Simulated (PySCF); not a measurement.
`CC(C)(C)C[Se-]`: 4 charge schemes on one density

Species: C5H11Se (charge -1).
Z-matrix (Å and degrees, PBE0-D3(BJ)/def2-SVP geometry), rows numbered from 1:
```
C 
C   1  1.5316
C   2  1.5282  1  109.58
C   2  1.5282  1  109.58  3  -120.02
C   2  1.5467  1  109.00  3   119.99
Se  5  1.9687  2  116.71  1   180.00
H   1  1.1050  2  111.77  3    59.95
H   1  1.1038  2  110.84  3  -179.75
H   1  1.1038  2  110.83  3   -60.34
H   3  1.1031  2  108.24  1   173.81
H   3  1.1050  2  111.66  1   -64.45
H   3  1.1040  2  110.67  1    56.11
H   4  1.1031  2  108.25  1  -173.75
H   4  1.1050  2  111.65  1    64.53
H   4  1.1040  2  110.68  1   -56.04
H   5  1.1070  2  107.39  1   -56.85
H   5  1.1070  2  107.40  1    56.87
```

Density: PBE0/pcSseg-1 (PySCF); schemes: Mulliken, IAO, Hirshfeld and ESP-fitted. Isolated species at its PBE0-D3(BJ)/def2-SVP geometry, gas phase. The calculation is non-relativistic, for selenium too. The pcSseg-1 basis has no diffuse functions, a weakness for an anion. The HOMO energy is positive at this level (+0.46 eV), so the outermost electrons may be held by the finite basis alone.

Problem. Atoms with like bonding are taken together and averaged. For which atoms does the sign change between the 4 schemes (beyond +0.03 e in one, beyond −0.03 e in another)?

Solution. C2. Atomic charges aren't observables, and each scheme defines them in its own way.

Problem. Do the Mulliken, IAO, Hirshfeld and ESP-fitted schemes agree on where the charge is lowest?

Solution. The schemes don't all agree: Mulliken Se6 (-0.709); IAO Se6 (-0.751); Hirshfeld Se6 (-0.617); ESP-fitted C5 (-0.757).

Problem. Which atoms carry the highest charge in the Mulliken, IAO, Hirshfeld and ESP-fitted schemes?

Solution. The schemes don't all agree: Mulliken H16/H17 (+0.085); IAO H7 (×9) (+0.117); Hirshfeld C2 (+0.016); ESP-fitted C2 (+0.777).

Problem. What partial charge does each atom carry?

Solution. In e; atoms taken as equivalent share a row and are averaged (×n: the atom named and its like, n in all):

```
    atom                   environment  Mulliken     IAO  Hirshfeld  ESP-fitted
C1/C3/C4                 methyl carbon    -0.159  -0.404     -0.134      -0.449
      C2         quaternary sp3 carbon    -0.537  +0.060     +0.016      +0.777
      C5  sp3 carbon bound to selenium    -0.170  -0.350     -0.122      -0.757
     Se6          selenium bonded to C    -0.709  -0.751     -0.617      -0.743
 H7 (×9)               methyl hydrogen    +0.080  +0.117     +0.014      +0.072
 H16/H17            methylene hydrogen    +0.085  +0.100     -0.002      +0.208
```

Mean size of the charges over all atoms: ESP-fitted 0.276 e, IAO 0.213 e, Mulliken 0.164 e, Hirshfeld 0.076 e. Each set sums to the total charge, -1, to within 0.001 e. The Mulliken scheme gives each basis function's population to the atom it is centred on and halves the overlap population of two atoms between them.

Some averages cover members that differ in this geometry: C1/C3/C4, ESP-fitted -0.649 to -0.308; H7 (×9), ESP-fitted +0.025 to +0.115; H7 (×9), IAO +0.096 to +0.154; H7 (×9), Mulliken +0.059 to +0.113 e.

Problem. Sum the charges by element, for elements with more than one atom.

Solution. 
```json
{"element": "C", "atoms": "5", "Mulliken": "-1.184", "IAO": "-1.501", "Hirshfeld": "-0.507", "ESP-fitted": "-1.325"}
{"element": "H", "atoms": "11", "Mulliken": "+0.893", "IAO": "+1.252", "Hirshfeld": "+0.124", "ESP-fitted": "+1.069"}
```

Problem. How many electrons does the ESP-fitted scheme count on C1?

Solution. Its own charge is -0.649 e, so Z − q = 6.649.

Problem. How closely do the schemes follow one another over all atoms?

Solution. Correlation coefficient and root-mean-square difference: IAO with Hirshfeld 0.89, 0.156 e; IAO with ESP-fitted 0.83, 0.218 e; Mulliken with Hirshfeld 0.78, 0.149 e; Mulliken with IAO 0.74, 0.185 e; Hirshfeld with ESP-fitted 0.70, 0.296 e; Mulliken with ESP-fitted 0.32, 0.378 e.
